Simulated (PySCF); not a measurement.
SMILES Oc1ccc(C=S)cc1, C7H6OS

Molfile (atoms numbered from 1):
```
C7H6OS
     RDKit          3D

 15 15  0  0  0  0  0  0  0  0999 V2000
    2.8405   -0.6120   -0.0241 O   0  0  0  0  0  0  0  0  0  0  0  0
    1.5408   -0.2819   -0.0287 C   0  0  0  0  0  0  0  0  0  0  0  0
    0.6189   -1.2844   -0.3758 C   0  0  0  0  0  0  0  0  0  0  0  0
   -0.7314   -0.9994   -0.3965 C   0  0  0  0  0  0  0  0  0  0  0  0
   -1.2093    0.2870   -0.0740 C   0  0  0  0  0  0  0  0  0  0  0  0
   -2.6239    0.6108   -0.0886 C   0  0  0  0  0  0  0  0  0  0  0  0
   -3.8666   -0.3760   -0.4554 S   0  0  0  0  0  0  0  0  0  0  0  0
   -0.2742    1.2777    0.2706 C   0  0  0  0  0  0  0  0  0  0  0  0
    1.0854    1.0028    0.2948 C   0  0  0  0  0  0  0  0  0  0  0  0
    3.3697    0.1531    0.2279 H   0  0  0  0  0  0  0  0  0  0  0  0
    0.9980   -2.2774   -0.6239 H   0  0  0  0  0  0  0  0  0  0  0  0
   -1.4653   -1.7643   -0.6636 H   0  0  0  0  0  0  0  0  0  0  0  0
   -2.8382    1.6573    0.1866 H   0  0  0  0  0  0  0  0  0  0  0  0
   -0.6263    2.2816    0.5238 H   0  0  0  0  0  0  0  0  0  0  0  0
    1.8031    1.7833    0.5650 H   0  0  0  0  0  0  0  0  0  0  0  0
  1  2  1  0
  2  3  1  0
  3  4  2  0
  4  5  1  0
  5  6  1  0
  6  7  2  0
  5  8  2  0
  8  9  1  0
  9  2  2  0
  1 10  1  0
  3 11  1  0
  4 12  1  0
  6 13  1  0
  8 14  1  0
  9 15  1  0
M  END
```

Level of theory: PySCF, quadratic response CAM-B3LYP/aug-cc-pVDZ first hyperpolarisability, Taylor convention, gas phase. Geometry: PBE0-D3(BJ)/def2-SVP.

Question: Give the tensor of the static β(0;0,0) in the axes of these coordinates.

Answer: In au, Taylor convention; rows are the first index (the induced dipole):
|  | xx | yy | zz | xy | xz | yz |
| --- | --- | --- | --- | --- | --- | --- |
| x | +1937.6 | -38.4 | +56.2 | -146.0 | +94.0 | -38.2 |
| y | -146.0 | +13.7 | -3.7 | -38.4 | -38.2 | +0.9 |
| z | +94.0 | +0.9 | +12.1 | -38.2 | +56.2 | -3.7 |

Norm of βᵢ = ⅓ Σⱼ (βᵢⱼⱼ + βⱼᵢⱼ + βⱼⱼᵢ): 1963.0 au, hyper-Rayleigh value 813.6 au.
